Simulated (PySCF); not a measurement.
# Cl⁺: ionisation energy

Cl⁺ [Ne] 3s2 3p4 (3P) → Cl²⁺ [Ne] 3s2 3p3 (4S), as a difference of total energies. Calculation: PySCF 2.14, in dyall-av3z; the non-relativistic Hamiltonian (point nucleus). Correlated levels: valence: [Ne] frozen; virtual orbitals above 40 to 60 times the deepest correlated orbital energy dropped. The calculations carry no spin-orbit coupling.

| method | ionisation energy (eV) |
| --- | --- |
| UHF | 22.586 |
| LDA | 23.978 |
| PBE | 23.842 |
| LC-wPBE | 23.995 |
| MN15 | 23.910 |
| M06 | 23.754 |
| BP86 | 24.023 |
| MP2 (valence) | 23.379 |
| SCS-MP2 (valence) | 23.466 |

Question: Estimate what PBE0 gives.

Answer: 23.836 eV, closest to PBE among the rows shown.

Question: Estimate what r2SCAN gives.

Answer: 23.802 eV, closest to PBE among the rows shown.

A first-order spin-orbit estimate (lowest level to lowest level, LS coupling) adds 0.039 eV.

Errors of the correlated levels include the incompleteness of this basis and the frozen core.

For comparison: 23.814 eV (measured; NIST Atomic Spectra Database, ionization energies).
